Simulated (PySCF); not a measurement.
## Correlation energy of Tl+ (thallium, charge +1)

[Xe] 4f14 5d10 6s1 7s1, high-spin 3S determinant (an excited configuration). Computed with PySCF 2.14 in aug-cc-pwCVDZ-PP with ECP60MDF (6s5p4d1f, 48 functions), with a scalar-relativistic core potential. Frozen: 5s2 5p6 5d10; 2 electrons correlated.

With two correlated electrons CCSD is exact within the correlated space (frozen core and kept virtual orbitals).

```tsv
level	correlation energy (mhartree)
CCSD	-4.36
```

Diagnostics: T1 = 0.0065, D1 = 0.0129, largest double amplitude 0.041.

The outer electron is Rydberg-like, and this basis confines it to a smaller radius and binds it less than a complete one would.

Cost of the coupled-cluster step: roughly 0.9 core-seconds, for 2 correlated electrons.
